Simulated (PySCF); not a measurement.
Molecule: SMILES N#CC[C@@H]1C=CC(=O)C1, C$_{7}$H$_{7}$NO.

Geometry (Å), atoms numbered from 1 in this order:
```xyz
16

N    -3.551    0.605    0.521
C    -2.634    0.096    0.066
C    -1.464   -0.542   -0.482
C    -0.242   -0.328    0.432
C     0.123    1.125    0.530
C     1.370    1.375    0.139
C     2.044    0.136   -0.277
O     3.176    0.012   -0.671
C     1.029   -0.990   -0.114
H    -1.671   -1.611   -0.584
H    -1.268   -0.125   -1.474
H    -0.491   -0.708    1.429
H    -0.595    1.848    0.881
H     1.862    2.330    0.115
H     1.434   -1.744    0.560
H     0.870   -1.470   -1.080
```

Frames of a GFN2-xTB Langevin trajectory at 600 K; GIAO PBE0/pcSseg-1 shieldings in PySCF 2.14.0 with density-fitted response routines, gas phase, non-relativistic; equivalent atoms averaged within each frame.

Scale: $^{15}$N (σ = 267.73 ppm) vs NH3; $^{13}$C (σ = 186.93 ppm), $^{1}$H (σ = 31.72 ppm) against TMS; $^{17}$O (σ = 336.08 ppm) against H2O (reference shieldings calculated alike). The references are static minima.

How do the shifts (ppm) fluctuate along the trajectory?

Answers


| time (fs) | N1 | C7 | C5 | C6 | C2 | C9 | C4 | C3 | O8 | H13 |
| --- | --- | --- | --- | --- | --- | --- | --- | --- | --- | --- |
| 250 | 308.5 | 212.3 | 173.5 | 157.2 | 126.1 | 50.0 | 47.3 | 32.8 | 688.1 | 9.42 |
| 425 | 324.4 | 200.1 | 156.4 | 132.8 | 132.5 | 53.7 | 48.5 | 28.3 | 590.3 | 7.77 |
| 625 | 299.7 | 214.8 | 196.3 | 140.1 | 120.4 | 42.1 | 49.3 | 30.3 | 682.1 | 9.54 |
| 800 | 339.5 | 205.0 | 200.5 | 139.0 | 133.4 | 52.2 | 42.6 | 24.7 | 644.4 | 10.86 |
| 1000 | 345.2 | 208.2 | 166.9 | 149.0 | 134.9 | 61.8 | 61.4 | 31.7 | 635.6 | 9.13 |
| mean of frames | 323.5 | 208.1 | 178.7 | 143.6 | 129.5 | 52.0 | 49.8 | 29.6 | 648.1 | 9.34 |
| standard deviation | 19.5 | 5.8 | 19.0 | 9.5 | 6.1 | 7.1 | 6.9 | 3.2 | 39.6 | 1.10 |

5 frames give an uncertainty of the mean of about the standard deviation over 2.2 at best, since frames this close in time may not be independent; classical motion lacks zero-point vibration, and the reference would need the same averaging.
